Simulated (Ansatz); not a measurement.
Species: Br₄Si, SMILES `Br[Si](Br)(Br)Br` (charge 0, multiplicity 1).

Question: Give a relaxed geometry from B3LYP-D3(BJ)/def2-TZVP in Ansatz (a quantum-chemistry and plane-wave program).

Answer: the end point of this relaxation (outside a Z-matrix the atoms follow the SMILES, hydrogens last).
Z-matrix (Å, degrees):
```
Si
Br 1 2.2089
Br 1 2.2089 2 109.47
Br 1 2.2089 2 109.47 3 120.00
Br 1 2.2089 2 109.47 4 120.00
```
